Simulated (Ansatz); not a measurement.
Ansatz (a quantum-chemistry and plane-wave program) input:

Ansatz 0.2 input:
```yaml
crystal:
  periodic: [false, false, false]
  atoms:
    - {symbol: Au, position_ang: [-0.23543893, -0.23089208, -0.20701558]}
    - {symbol: O, position_ang: [1.72881556, 1.35808963, 1.44146641]}
    - {symbol: C, position_ang: [0.79485855, 1.22929287, 0.80374993]}
basis:
  gaussian:
    orbitals: def2-TZVP
hamiltonian:
  xc: b3lyp
  dispersion: d3bj
magnetization: {spin_polarized: true, initial_magnetization: 1}
phonons: {temperatures: {t_min: 298.15, t_max: 298.15, t_step: 100}}
```

Predict the final energy.

-249.14199 Eh (B3LYP-D3(BJ)/def2-TZVP). The basis has 102 functions.

The spin state was set by rule; other spins were not relaxed.
